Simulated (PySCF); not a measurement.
Electron correlation in Fe (iron, neutral)

[Ar] 3d8, high-spin 3F determinant (an excited configuration). All numbers are calculated (PySCF 2.14, no relativity, point nucleus, in def2-TZVPPD (6s6p4d2f1g, 67 functions)). Frozen: [Ne]; 16 electrons correlated.

MP2 pair energies summed by pair of shells (mhartree):

| pair | energy | share (%) |
| --- | --- | --- |
| 3d-3d | -331.95 | 47.4 |
| 3p-3d | -226.38 | 32.3 |
| 3p-3p | -64.07 | 9.1 |
| 3s-3d | -44.29 | 6.3 |
| 3s-3p | -29.58 | 4.2 |
| 3s-3s | -4.44 | 0.6 |

Total MP2 correlation energy: -700.72 mhartree.

Same-spin part -235.37 and opposite-spin part -465.35 mhartree; SCS-MP2 scales them by 1/3 and 6/5 to -636.87 mhartree.

This basis was not built for core-valence correlation, so the inner-shell part is incomplete.
